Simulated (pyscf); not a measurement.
PySCF, gas phase, ωB97X-D3(BJ)/def2-SVP geometries. MP2 and CC: frozen core, UHF for open shells. ΔMP2 is the change of the MP2 total energy from the triple- to the quadruple-zeta basis.

Problem. •O–BH–OH (SMILES [O]BO) -> [HO–B–OH]• (SMILES O[B]O)
Surface: doublet. Broken: B–H. Formed: H–O. Give ΔE‡ and ΔE from CCSD(T)/def2-TZVPP + ΔMP2(QZVPP), relative to the reactant's lowest minimum found.

Solution. ΔE‡ = 101.7 kJ/mol, ΔE = -37.3 kJ/mol. Zero-point energy shifts the barrier by -10.8 kJ/mol. It is a hydrogen shift, with an imaginary mode of 1798i cm⁻¹. This is the saddle that the search found; another between the same sides may lie lower. The CCSD(T) − MP2 part came from Ansatz, without density fitting, on the same reference.
